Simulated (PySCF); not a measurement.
`C=C[C@@H]1OC(=O)O[C@H]1C`, C6H8O3

Cartesian coordinates in Å; atom numbers follow the order of the lines, from 1:
```xyz
17

C     2.6884   -0.1051   -0.1377
C     1.5502   -0.7297    0.0940
C     0.2985   -0.0376    0.5463
O    -0.3275   -0.7606    1.5970
C    -1.5220   -1.2325    1.2085
O    -2.2304   -1.9015    1.8840
O    -1.8086   -0.8492   -0.0456
C    -0.7932   -0.0023   -0.5605
C    -1.3409    1.3927   -0.8249
H     2.7935    0.9573    0.0076
H     3.5609   -0.6312   -0.4828
H     1.4533   -1.7976   -0.0432
H     0.5262    0.9686    0.9154
H    -0.4261   -0.4490   -1.4923
H    -1.7097    1.8365    0.0971
H    -2.1625    1.3333   -1.5331
H    -0.5570    2.0200   -1.2397
```

Method: PySCF 2.14.0, GIAO CAM-B3LYP/pcSseg-1 magnetisability, rotational g tensor and spin-rotation constants, non-relativistic, gas phase. Geometry: GFN2-xTB.

Task: Give the nuclear spin-rotation constants along the inertial axes (H = +C I·J) beside the isotropic shieldings.

Result: Rotational constants 2.5734, 1.3510, 0.9849 GHz. A star marks the isotopologue with that one atom substituted, in its own axes.
| atom | isotope | Caa (kHz) | Cbb (kHz) | Ccc (kHz) | mean (kHz) | σ (ppm) |
| --- | --- | --- | --- | --- | --- | --- |
| H10 | 1H | -0.205 | -0.088 | 0.011 | -0.095 | 26.3 |
| H11 | 1H | -0.038 | -0.093 | -0.048 | -0.060 | 26.3 |
| H12 | 1H | -0.226 | -0.071 | 0.019 | -0.092 | 25.6 |
| H13 | 1H | -0.229 | -0.138 | 0.032 | -0.111 | 27.5 |
| H14 | 1H | -0.220 | -0.129 | 0.022 | -0.109 | 27.6 |
| H15 | 1H | -0.242 | -0.142 | -0.007 | -0.131 | 30.4 |
| H16 | 1H | -0.208 | -0.046 | -0.081 | -0.112 | 30.0 |
| H17 | 1H | 0.002 | -0.127 | -0.118 | -0.081 | 30.7 |
| C1 | 13C* | 0.817 | 0.335 | 0.348 | 0.500 | 58.6 |
| C2 | 13C* | 0.898 | 0.384 | 0.397 | 0.559 | 34.4 |
| C3 | 13C* | 0.641 | 0.323 | 0.258 | 0.408 | 96.5 |
| O4 | 17O* | -0.497 | -0.279 | -0.158 | -0.311 | 169.0 |
| C5 | 13C* | 0.752 | 0.541 | 0.380 | 0.558 | 22.8 |
| O6 | 17O* | -1.012 | -0.449 | -0.172 | -0.544 | 29.4 |
| O7 | 17O* | -0.727 | -0.169 | -0.158 | -0.352 | 165.1 |
| C8 | 13C* | 0.471 | 0.366 | 0.261 | 0.366 | 103.1 |
| C9 | 13C* | 0.399 | 0.196 | 0.152 | 0.249 | 161.2 |

For the geometry as given, no vibrational averaging.
